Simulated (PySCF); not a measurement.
Species: C3H2F3S (charge -1).
InChI=1S/C3H3F3S/c4-3(5,6)1-2-7/h1-2,7H/p-1/b2-1-

Computed geometry: GFN2-xTB, gas phase.

Masses are those of the commonest isotopes; rigid-rotor values at the optimised geometry. 

**Question.** What are A, B and C (GHz)?

**Answer.** Ia = 113.90, Ib = 374.37, Ic = 400.69 u·Å²; 505379 MHz·u·Å²/I gives 4437, 1350 and 1261 MHz, that is A = 4.4370, B = 1.3499, C = 1.2613 GHz.

**Question.** Classify the top.

**Answer.** A near-prolate asymmetric top; Ray's κ = -0.944.

**Question.** What does the inertial defect say?

**Answer.** Not planar: Δ = Ic − Ia − Ib = -87.58 u·Å². For a rigid frame Δ = −2 Σ m c², so Σ m c² = 43.79 u·Å² lies off the ab plane: 0.00 from hydrogen and 43.79 from heavier atoms. The atom farthest from that plane is 1.08 Å away.

**Question.** Give the other two planar moments, Paa and Pbb, and the rms extents of the mass along the axes.

**Answer.** Paa = Σ m a² = (Ib + Ic − Ia)/2 = 330.58 and Pbb = Σ m b² = (Ia + Ic − Ib)/2 = 70.11 u·Å². With the mass M = 126.98 u, the rms extents √(P/M) along a, b and c are 1.61, 0.74, 0.59 Å.

**Question.** Where do the levels up to J = 4 lie, in MHz?

**Answer.** Above 0(0,0):
J = 1: 1(0,1) 2611, 1(1,1) 5698, 1(1,0) 5787
J = 2: 2(0,2) 7832, 2(1,2) 10832, 2(1,1) 11098, 2(2,1) 20359, 2(2,0) 20361
J = 3: 3(0,3) 15658, 3(1,3) 18531, 3(1,2) 19063, 3(2,2) 28193, 3(2,1) 28202, 3(3,1) 43851, 3(3,0) 43851
J = 4: 4(0,4) 26084, 4(1,4) 28795, 4(1,3) 29682, 4(2,3) 38636, 4(2,2) 38664, 4(3,2) 54300, 4(3,1) 54300, 4(4,1) 76216, 4(4,0) 76216
Those of J = 1 are B + C, A + C and A + B.

**Question.** Estimate the classical rotational partition function at 50 K, 100 K and 500 K.

**Answer.** Point group Cs, symmetry number σ = 1; q = (√π/σ)·√((kT/h)³/(ABC)), k/h = 20836.6 MHz/K: 21700 at 50 K, 61300 at 100 K, 686000 at 500 K.

Stationary, but not proved a minimum. No vibrational averaging or centrifugal distortion is included, and the geometry carries the error of its method.

Shape of the structure used: `[F:1][C:2]([F:3])([F:4])/[CH:5]=[CH:6]\[S-:7]`: F1–C2–C5–C6 62°.
